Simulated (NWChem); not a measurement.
All runs are NWChem calculations. System: H4Sn, charge 1, spin multiplicity 2, at the geometry of a parent with another charge or spin, in a state set for the comparison that need not be this species' ground state. Its SCF solution wasn't tested for a lower state. Level: UMP2/def2-TZVPP with def2 effective core potentials on Sn, 4 core orbitals frozen.

Job file:

```
start mol
memory heap 200 mb stack 900 mb global 1100 mb
charge 1
geometry units angstroms nocenter noautoz
  Sn     0.000000     0.000000    -0.000000
  H      1.397016     0.000000     0.987822
  H     -1.397016     0.000000     0.987822
  H      0.000000    -1.397015    -0.987821
  H      0.000000     1.397015    -0.987821
  symmetry group C2v
end
basis spherical
  * library def2-tzvpp
end
ecp
  Sn library def2-ecp
end
scf
  uhf
  nopen 1
  maxiter 100
  thresh 1e-7
  semidirect memsize 60000000 filesize 0
  # guess.movecs holds the orbitals of an unrestricted PBE0 run
  vectors input guess.movecs output mol.movecs
end
mp2
  freeze core 4
end
task mp2 energy
```

Output (cleaned and shortened):

```
             Northwest Computational Chemistry Package (NWChem) 7.3.0
             --------------------------------------------------------

                                NWChem Input Module
                                -------------------

 Scaling coordinates for geometry "geometry" by  1.889725989
 (inverse scale =  0.529177249)

 Turning off AUTOSYM since
 SYMMETRY directive was detected!

                             Geometry "geometry" -> ""
                             -------------------------

 Output coordinates in angstroms (scale by  1.889725989 to convert to a.u.)

  No.       Tag          Charge          X              Y              Z
 ---- ---------------- ---------- -------------- -------------- --------------
    1 Sn                  50.0000     0.00000000     0.00000000     0.00000000
    2 H                    1.0000     1.39701600     0.00000000     0.98782200
    3 H                    1.0000    -1.39701600     0.00000000     0.98782200
    4 H                    1.0000     0.00000000    -1.39701500    -0.98782100
    5 H                    1.0000     0.00000000     1.39701500    -0.98782100

 Effective nuclear repulsion energy (a.u.)      62.9931008472

            Nuclear Dipole moment (a.u.)
            ----------------------------
        X                 Y               Z
 ---------------- ---------------- ----------------
     0.0000000000     0.0000000000     0.0000037795

      Symmetry information
      --------------------

 Group name             C2v
 Group number             16
 Group order               4
 No. of unique centers     3

      Symmetry unique atoms

     1    2    4


 Summary of "ao basis" -> "" (spherical)
 ------------------------------------------------------------------------------
       Tag                 Description            Shells   Functions and Types
 ---------------- ------------------------------  ------  ---------------------
 *                         def2-tzvpp                 on all atoms

 Summary of "ao basis" -> "ao basis" (spherical)
 ------------------------------------------------------------------------------
       Tag                 Description            Shells   Functions and Types
 ---------------- ------------------------------  ------  ---------------------
 Sn                        def2-tzvpp               16       50   6s5p3d2f
 H                         def2-tzvpp                6       14   3s2p1d

                                 NWChem SCF Module
                                 -----------------

  ao basis        = "ao basis"
  functions       =   106
  atoms           =     5
  alpha electrons =    13
  beta  electrons =    12
  charge          =   1.00
  wavefunction    = UHF
  use symmetry    = T
  symmetry adapt  = T

 Summary of "ao basis" -> "ao basis" (spherical)
 ------------------------------------------------------------------------------
       Tag                 Description            Shells   Functions and Types
 ---------------- ------------------------------  ------  ---------------------
 Sn                        def2-tzvpp               16       50   6s5p3d2f
 H                         def2-tzvpp                6       14   3s2p1d

      Symmetry analysis of basis
      --------------------------

        a1         41
        a2         13
        b1         26
        b2         26

 Forming initial guess at       0.1s

   Symmetry analysis of molecular orbitals - initial alpha
   -------------------------------------------------------
[...]
    5 H    1     0.63   0.13  0.37  0.11  0.00  0.01  0.00

   Mulliken analysis of the beta density
   -------------------------------------

    Atom       Charge   Shell Charges
 -----------   ------   -------------------------------------------------------
    1 Sn  22    10.74   0.14 -0.38  0.76  0.48  0.49  0.23 -0.20  3.18  0.36  0.60  0.05  4.46  0.53  0.04  0.00  0.00
    2 H    1     0.32   0.06  0.17  0.07  0.00  0.01  0.00
    3 H    1     0.32   0.06  0.17  0.07  0.00  0.01  0.00
    4 H    1     0.32   0.06  0.17  0.07  0.00  0.01  0.00
    5 H    1     0.32   0.06  0.17  0.07  0.00  0.01  0.00

   Mulliken analysis of the spin density
   -------------------------------------

    Atom       Charge   Shell Charges
 -----------   ------   -------------------------------------------------------
    1 Sn  22    -0.26  -0.00  0.01 -0.01  0.01 -0.09 -0.08 -0.00  0.00  0.01 -0.11 -0.03  0.02 -0.00  0.02  0.01  0.00
    2 H    1     0.32   0.07  0.20  0.05  0.00  0.00  0.00
    3 H    1     0.32   0.07  0.20  0.05  0.00  0.00  0.00
    4 H    1     0.32   0.07  0.20  0.05  0.00  0.00  0.00
    5 H    1     0.32   0.07  0.20  0.05  0.00  0.00  0.00

       Multipole analysis of the density wrt the origin
       ------------------------------------------------

     L   x y z        total         alpha         beta         nuclear
     -   - - -        -----         -----         ----         -------
     0   0 0 0      1.000000    -13.000000    -12.000000     26.000000

     1   1 0 0      0.000000      0.000000      0.000000      0.000000
     1   0 1 0     -0.000000      0.000000     -0.000000      0.000000
     1   0 0 1      0.000001     -0.000004      0.000001      0.000004

     2   2 0 0    -16.950041    -16.999725    -13.889277     13.938962
     2   1 1 0     -0.000000     -0.000000     -0.000000      0.000000
     2   1 0 1      0.000000      0.000000     -0.000000      0.000000
     2   0 2 0    -16.950046    -16.999711    -13.889277     13.938942
     2   0 1 1      0.000000      0.000000     -0.000000      0.000000
     2   0 0 2    -15.189568    -17.624741    -11.503281     13.938454

                   NWChem MP2 Semi-direct Energy/Gradient Module
                   ---------------------------------------------

  Basis functions       =    106
  Molecular orbitals    =    106
  Frozen core           =      4
  Frozen virtuals       =      0
  Active alpha occupied =      9
  Active beta occupied  =      8
  Active alpha virtual  =     93
  Active beta virtual   =     94
  Use MO symmetry       = T
  Use skeleton AO sym   = T

  AO/Fock/Back tols     =   1.0D-09  1.0D-09  1.0D-09

 GA uses MA = F    GA memory limited = T

 Available:
  local mem=  1.26D+08
 global mem=  1.44D+08
 local disk=  0.00D+00
  mp2_memr nvloc                    93
  nvloc new                    93
   1 passes of   9:        5242880                      64754                  16157820.
   1 passes of   9: M    126141263           G      144156728           F     120898383.

 Semi-direct pass number   1 of   1  for UHF alpha       at        2.0s
  vrange nnbf                  5671
  mp2_eaftype                    61  avail_ma_in_mb                  1099
 EAF : mp2_eaftype filesize          61    8078910.
  mp2_eaf for mointskh                     61
Node 0 wrote     38.0 Mb in      0.1 s     Agg I/O rate:   633.6 Mb/s
 Done moints_semi at        5.3s
  mp2_eaftype                    61  avail_ma_in_mb                  1038
 EAF : mp2_eaftype filesize          61    8078910.
  mp2_eaf for kh                    61
 Done maket at        5.5s
 Done multipass loop at        5.5s

 GA uses MA = F    GA memory limited = T

 Available:
  local mem=  1.26D+08
 global mem=  1.44D+08
 local disk=  0.00D+00
  mp2_memr nvloc                    94
  nvloc new                    94
   1 passes of   8:        5242880                      60506                  14518901.
   1 passes of   8: M    126141263           G      144156728           F     120898383.

 Semi-direct pass number   1 of   1  for UHF beta        at        5.6s
  vrange nnbf                  5671
  mp2_eaftype                    55  avail_ma_in_mb                  1099
 EAF : mp2_eaftype filesize          55    7259450.
  mp2_eaf for mointskh                     55
Node 0 wrote     34.1 Mb in      0.0 s     Agg I/O rate:  1106.7 Mb/s
 Done moints_semi at        9.4s
  mp2_eaftype                    55  avail_ma_in_mb                  1044
 EAF : mp2_eaftype filesize          55    7259450.
  mp2_eaf for kh                    55
 Done maket at        9.6s
 Done multipass loop at        9.6s

          -------------------------------------------
          SCF energy                -215.224664474124
          Correlation energy          -0.334686061789
          Singlet pairs                0.000000000000
          Triplet pairs                0.000000000000
          Total MP2 energy          -215.559350535913
          -------------------------------------------

          ---------------------------------------------------
                    Spin Component Scaled (SCS) MP2
          Same spin pairs                     -0.099928846510
          Same spin scaling factor             0.333333333333
          Opposite spin pairs                 -0.234757215279
          Opposite spin scaling fact.          1.200000000000
          SCS-MP2 correlation energy          -0.315018273838
          Total SCS-MP2 energy              -215.539682747962
          ---------------------------------------------------

 -----------------------
 Performance information
 -----------------------

 Timer overhead =  2.15D-07 seconds/call

               Nr. of calls         CPU time (s)                 Wall time (s)                GFlops
             ---------------    -------------------     ------------------------------   -------------------
Name         Min   Avg   Max    Min     Avg     Max     Min     Avg     Max   Mx/calls   Min     Max     Sum
mp2: moin     2     2     2    7.1     7.1     7.1      7.1     7.1     7.1     3.5      0.0     0.0     0.0
mp2: make     2     2     2   0.50    0.50    0.50     0.50    0.50    0.50    0.25      0.0     0.0     0.0
mp2: tota     1     1     1    7.7     7.7     7.7      7.7     7.7     7.7     7.7      0.0     0.0     0.0

 The average no. of pstat calls per process was 5.00D+00
 with a timing overhead of 1.07D-06s

 Task  times  cpu:        9.6s     wall:        9.6s

 Total times  cpu:        9.6s     wall:        9.6s
```
